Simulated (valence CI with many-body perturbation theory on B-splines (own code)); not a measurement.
# La⁴³⁺: E2, M1 decay

Level of theory: configuration interaction combined with many-body perturbation theory (CI+MBPT): four valence electrons over a frozen Dirac-Fock core [Ne], a basis of 11 s, 11 p, 9 d, 7 f, 5 g, 2 h, 1 i functions for each j, with the one-electron correlation potential Σ1 (screened to all orders), the two-electron term Σ2, the three-electron term Σ3, Breit, model QED; selected single and double excitations, second order for the rest (own B-spline code, finite nucleus).

No measured spectrum was set against this ion. As an estimate, large intervals hold to a few tenths of a per cent, small ones and those within an open d or f shell to about a per cent.

Lines 1 to 9 of 9 in falling wavelength, among levels below 4450.8 × 10³ cm⁻¹, chosen from the decays that carry over 1 % of a level's rate. Wavelengths and rates use the calculated energies. Electric multipoles are in the length gauge, E1 and E2 with the static RPA response of the core. S is in atomic units (e²a₀⁴ for E2 and M2, e²a₀⁶ for E3), for M1 in squared Bohr magnetons. Weak lines are less certain than strong ones. Lines between different terms over intervals too small for the method are left out, as are lines whose strength nearly cancels.

Levels are named by their leading jj configuration (3d3/2^4 stands for four electrons in 3d with j = 3/2), which in mixed levels can hold well under half, so a name can repeat and another be missing.

```tsv
λ vac (nm)	Upper	Lower	Type	A (s⁻¹)	S (a.u.)
180.7	(3s^2 3p1/2 3p3/2) J=2	(3s^2 3p1/2 3p3/2) J=1	M1	8.84e+02	9.68e-01
18.30	(3s^2 3p3/2 3d5/2) J=4	(3s 3p1/2 3p3/2^2) J=3	M1	5.63e+05	1.15e+00
12.94	(3s^2 3p3/2 3d5/2) J=4	(3s^2 3p1/2 3d5/2) J=3	M1	4.45e+06	3.22e+00
12.83	(3s^2 3p1/2 3p3/2) J=1	(3s^2 3p1/2^2) J=0	M1	6.09e+06	1.43e+00
12.20	(3s^2 3p3/2^2) J=2	(3s^2 3p1/2 3p3/2) J=2	M1	5.22e+06	1.76e+00
11.98	(3s^2 3p1/2 3p3/2) J=2	(3s^2 3p1/2^2) J=0	E2	3.23e+04	3.55e-03
11.43	(3s^2 3p3/2^2) J=2	(3s^2 3p1/2 3p3/2) J=1	M1	5.52e+06	1.53e+00
10.64	(3s^2 3p3/2^2) J=0	(3s^2 3p1/2 3p3/2) J=2	E2	1.56e+05	1.90e-03
10.05	(3s^2 3p3/2^2) J=0	(3s^2 3p1/2 3p3/2) J=1	M1	1.47e+07	5.54e-01
```
